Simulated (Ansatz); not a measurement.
Start from `C[SiH](Br)Br` and change one atom or group to get `[SiH3][SiH](Br)Br`.

Ansatz, PBE0-D4/def2-TZVP geometries, multiplicity 1. 

Scalar relativity is left out up to krypton.

```tsv
property	`C[SiH](Br)Br`
HOMO energy (ωB97M-V/def2-TZVPP) / eV	-10.60
LUMO energy (PBE/def2-TZVPP) / eV	-1.12
size of the dipole moment (B3LYP/def2-TZVPP) / D	1.98
HOMO energy (PBE/def2-TZVPP) / eV	-7.15
zero-point energy (PBE0-D4/def2-TZVP) / kJ/mol	126.4
size of the dipole moment (ωB97M-V/def2-TZVPP) / D	2.01
```

(1) What does the change do to each property? (Estimate.)

Answers

(1) Ansatz gave: 
| property | `[SiH3][SiH](Br)Br` | shift |
| --- | --- | --- |
| HOMO energy (ωB97M-V/def2-TZVPP) / eV | -10.10 | 0.50 |
| LUMO energy (PBE/def2-TZVPP) / eV | -1.78 | -0.66 |
| size of the dipole moment (B3LYP/def2-TZVPP) / D | 1.49 | -0.49 |
| HOMO energy (PBE/def2-TZVPP) / eV | -6.88 | 0.27 |
| zero-point energy (PBE0-D4/def2-TZVP) / kJ/mol | 95.1 | -31.3 |
| size of the dipole moment (ωB97M-V/def2-TZVPP) / D | 1.55 | -0.46 |

With PBE0 the HOMO rises by 0.36 eV and the LUMO falls by 0.72 eV, so the gap narrows by about 1.08 eV. PBE moves the HOMO by 0.27 eV and ωB97M-V by 0.50 eV. Dipoles are sizes alone; their direction can turn.

B3LYP here is the variant with VWN-RPA as its local correlation; programs differ in this.

Spin–orbit coupling is left out; it splits and shifts lone-pair levels of the heavy atoms by tenths of an eV.
